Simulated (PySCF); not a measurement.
A PySCF script (with the pyscf-properties extension) for the NMR shieldings of `CCCOB(F)C(C)C`, C6H14BFO, on a GFN2-xTB geometry:

```python
import basis_set_exchange as bse
import numpy as np
from pyscf import gto, dft
from pyscf.prop import nmr

atoms = """
C    -3.983555    0.344584    0.532156
C    -2.602213    0.544508   -0.076764
C    -1.654723   -0.589387    0.308901
O    -0.392279   -0.405873   -0.312278
B     0.728654   -0.073085    0.312496
F     0.715270    0.093914    1.649372
C     2.103551    0.073618   -0.494260
C     3.060639    1.078997    0.154586
C     2.787059   -1.299504   -0.597519
H    -4.639998    1.165738    0.256320
H    -4.426776   -0.584479    0.181079
H    -3.919648    0.304535    1.617043
H    -2.174703    1.488210    0.268011
H    -2.672234    0.586414   -1.165091
H    -1.540383   -0.632296    1.397215
H    -2.045646   -1.548523   -0.047943
H     1.890256    0.408067   -1.514198
H     2.615868    2.070983    0.179101
H     3.283042    0.780594    1.176203
H     3.994168    1.130921   -0.402593
H     3.716739   -1.217556   -1.157048
H     2.137287   -2.009395   -1.102867
H     3.014874   -1.684001    0.394033
"""
names = dict.fromkeys(["C", "O", "B", "F", "H"], "pcSseg-1")
basis = {el: gto.basis.parse(bse.get_basis(n, elements=[el], fmt="nwchem")) for el, n in names.items()}
mol = gto.M(atom=atoms, basis=basis, charge=0, verbose=0)
mf = dft.RKS(mol, xc="PBE0")
mf.grids.level = 2
mf.grids.alignment = dft.numint.BLKSIZE   # the property module wants whole blocks of grid points
mf.conv_tol = 1e-9
mf.kernel()

calc = nmr.RKS(mf)   # GIAO
C = mf.mo_coeff
Co = C[:, mf.mo_occ > 0]
resp = mf.gen_response(singlet=True, hermi=2)
def vind(x):   # induced exchange potential for any number of trial vectors
    d = np.einsum("pi,xij,qj->xpq", C, 2 * x.reshape(-1, C.shape[1], Co.shape[1]), Co, optimize=True)
    return np.einsum("xpq,pi,qj->xij", resp(d - d.transpose(0, 2, 1)), C, Co, optimize=True).ravel()
mo1, _ = nmr.rhf.solve_mo1(calc, with_cphf=vind)
sigma = calc.kernel(mo1)
for i, s in enumerate(sigma):   # ppm
    print("%2d %-2s %9.2f" % (i, mol.atom_pure_symbol(i), np.trace(s) / 3))
```

Q: What does it print?

A: 
```
 0 C     175.62
 1 C     156.49
 2 C     117.66
 3 O     190.50
 4 B      72.40
 5 F     280.66
 6 C     167.84
 7 C     167.31
 8 C     166.22
 9 H      30.47
10 H      30.93
11 H      30.91
12 H      30.26
13 H      29.85
14 H      27.20
15 H      27.95
16 H      30.64
17 H      30.62
18 H      30.65
19 H      30.90
20 H      30.69
21 H      30.50
22 H      30.90
```

These numbers come from an equivalent density-fitted implementation of the same equations, which agrees with the script to about 0.01 ppm for H and up to a few tenths of a ppm for heavy atoms, so last digits may differ.

Size and cost of the density-fitted run: 223 basis functions, 72 s wall time on 1 thread of an Arm Neoverse N1, shared host; peak memory 1.1 GiB.
